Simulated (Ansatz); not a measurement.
`C[Si](C)(N)N` from Hartree–Fock to CCSD(T)

```tsv
atom	x (Å)	y (Å)	z (Å)
C1	0.417	-0.597	-1.603
Si2	-0.141	0.148	0.021
C3	0.796	-0.676	1.417
N4	-1.851	-0.037	0.042
N5	0.140	1.833	0.219
H6	1.500	-0.505	-1.718
H7	0.170	-1.662	-1.664
H8	-0.055	-0.093	-2.450
H9	0.661	-1.761	1.385
H10	1.871	-0.477	1.354
H11	0.445	-0.322	2.390
H12	-2.394	0.316	0.812
H13	-2.288	-0.839	-0.381
H14	-0.289	2.500	-0.401
H15	1.017	2.172	0.577
```

Charge 0, multiplicity 1. The geometry is a stationary point of PBE0-D4/def2-TZVP. It is one conformer, not always the lowest. Frozen core, restricted reference, Ansatz 0.2.0. CBS rows extrapolate triple and quadruple zeta; past MP2 they add the triple-zeta difference.

```tsv
basis	HF (Eh)	MP2 corr.	CCSD corr.	(T)	CCSD(T) total
def2-SVP	-479.24231	-0.73222	-0.79388	-0.02079	-480.05698
def2-TZVPP	-479.57814	-0.91478	-0.96553	-0.03641	-480.58008
def2-QZVPP	-479.59720	-0.97804	–	–	–
CBS(def2)	-479.59983	-1.02490	-1.07565	as TZ	-480.71189
```
